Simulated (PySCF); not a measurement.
Curvature of the energy in the electron number along the 5p block, charge +2

Calculated with PySCF 2.14, in aug-cc-pVTZ-PP with ECP28MDF, ECP, aug-cc-pVTZ-DK3, spin-free X2C: one orbital is emptied in steps, and each cell gives the departure of E from the straight line at half an electron, in eV (from a cubic fit). The exact functional gives zero.

| species | orbital | LDA | PBE | r2SCAN | PBE0 | BHandHLYP | LC-wPBE | wB97X | UHF |
| --- | --- | --- | --- | --- | --- | --- | --- | --- | --- |
| In²⁺ | 5s alpha | -1.11 | -1.12 | -0.97 | -0.81 | -0.57 | -0.12 | -0.16 | 0.03 |
| Sn²⁺ | 5s beta | -1.16 | -1.16 | -1.01 | -0.84 | -0.58 | -0.14 | -0.23 | 0.06 |
| Sb²⁺ | 5p alpha | -1.09 | -1.05 | -0.97 | -0.76 | -0.53 | -0.10 | -0.22 | 0.07 |
| Te²⁺ | 5p alpha | -1.17 | -1.13 | -1.04 | -0.82 | -0.55 | -0.13 | -0.23 | 0.09 |
| I²⁺ | 5p alpha | -1.24 | -1.20 | -1.12 | -0.87 | -0.57 | -0.17 | -0.26 | 0.11 |
| Xe²⁺ | 5p beta | -1.24 | -1.19 | -1.08 | -0.85 | -0.57 | -0.15 | -0.34 | 0.16 |

How does the mean departure depend on the functional?

LDA -1.17 eV; PBE -1.14 eV; r2SCAN -1.03 eV; PBE0 -0.83 eV; BHandHLYP -0.56 eV; LC-wPBE -0.13 eV; wB97X -0.24 eV; UHF 0.09 eV. Semilocal functionals are convex (delocalisation error), Hartree-Fock is concave or straight, and exact exchange removes curvature roughly in proportion to its share, so among the functionals the range-separated hybrids usually come closest to zero.

No spin-orbit coupling is included.
